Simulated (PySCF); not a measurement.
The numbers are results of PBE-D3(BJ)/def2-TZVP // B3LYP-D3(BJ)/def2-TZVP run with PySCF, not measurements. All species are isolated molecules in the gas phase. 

Reference species (SMILES): `Cl[SiH]Cl` (neutral, multiplicity 2).

```
Item            Value
-------------  ------
dipole moment  0.95 D
```

Changed species: `Cl[Si](Cl)Cl` (radical fragment; the reference has radical fragment).

Q: Give the shifts of the dipole moment.

A: the dipole moment drops by 0.46 D, to 0.49 D.
